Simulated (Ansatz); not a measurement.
Wavefunction ladder for CH$_{5}$AlFN

```xyz
9

N    -0.5942   -1.1309   -0.7088
C     0.0875   -0.0506   -0.8484
F    -0.2174    2.4586    0.7732
Al    0.4677    0.9386    0.9443
H    -0.8395   -1.7668   -1.4596
H    -0.9051   -1.3597    0.2379
H     0.3814    0.1379   -1.8843
H     2.0519    0.8904    1.1475
H    -0.4323   -0.1175    1.7983
```

Charge 0, multiplicity 1. The bonds changed during the relaxation, so this is another structure than the one it started from. All single points use the PBE0-D4/def2-TZVP geometry. It is one conformer, not always the lowest. Frozen core, restricted reference, Ansatz 0.2.0. CBS rows extrapolate triple and quadruple zeta; past MP2 they add the triple-zeta difference.

```csv
basis,HF (Eh),MP2 corr.
def2-SVP,-436.39376,-0.55373
def2-TZVPP,-436.71808,-0.70589
def2-QZVPP,-436.73520,-0.76290
```

Problem. Estimate the CCSD correlation energy and the (T) correction in each basis where they were run (hartree).

Solution. 
| basis | CCSD corr. | (T) |
| --- | --- | --- |
| def2-SVP | -0.59402 | -0.01395 |
| def2-TZVPP | -0.73988 | -0.02520 |
| CBS(def2) | -0.83912 | as TZ |
